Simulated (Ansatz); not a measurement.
`[Li][SH]` + HI → `[Li][I]` + H₂S at 500 K and 1 bar (ligand exchange at a Li–S bond).

Calculated with Ansatz (gas phase, PBE0-D4/def2-TZVP geometries, no zero-point term in ΔE). CCSD(T)/CBS adds triple-zeta CCSD(T) − MP2 to the extrapolated MP2 energy (def2 sets, frozen cores). This one scheme is used for every species. def2 core potentials past Kr. For I, Li outer-core shells are correlated without core-valence functions, which leaves a few kJ/mol of doubt a bond.

| species | CCSD(T)/CBS energy (Eh) | H − E (kJ/mol) | S (J/(mol·K)) |
| --- | --- | --- | --- |
| `[Li][SH]` | -405.91799 | 42.5 | 262.6 |
| HI | -298.03592 | 28.6 | 221.6 |
| `[Li][I]` | -305.01891 | 19.4 | 250.2 |
| H₂S | -398.97279 | 57.0 | 224.0 |

H − E and S are ideal-gas, rigid-rotor, harmonic terms from PBE0-D4/def2-TZVP. 1 Eh = 2625.50 kJ/mol, R = 8.31446 J/(mol·K).

**Question.** By hand: ΔE, ΔH, ΔS and ΔG.

**Answer.** ΔE = (-305.01891) + (-398.97279) − (-405.91799) − (-298.03592) = -0.03779 Eh = -99.2 kJ/mol. Δ(H − E) = 19.4 + 57.0 − 42.5 − 28.6 = 5.3, so ΔH = -93.9 kJ/mol. ΔS = 250.2 + 224.0 − 262.6 − 221.6 = -10.0 J/(mol·K). ΔG = -93.9 − 500 × (-10.0)/1000 = -88.9 kJ/mol.

**Question.** By hand: the equilibrium constant, and the temperature at which ΔG would vanish if ΔH and ΔS stayed fixed.

**Answer.** log₁₀ K = −ΔG/(RT ln 10) = 9.3. ΔG = 0 at ΔH/ΔS = 9390 K, far beyond where these terms or the molecules hold.

The number of gas molecules stays the same, so ΔS is small and ΔH decides. A doubt of 5 kJ/mol in ΔE shifts log₁₀ K by 0.5 here. These are equilibria of isolated gas molecules and say nothing of rates. Largest T1 diagnostic: 0.009 (customary marks: 0.02 for closed shells, 0.045 for open ones).
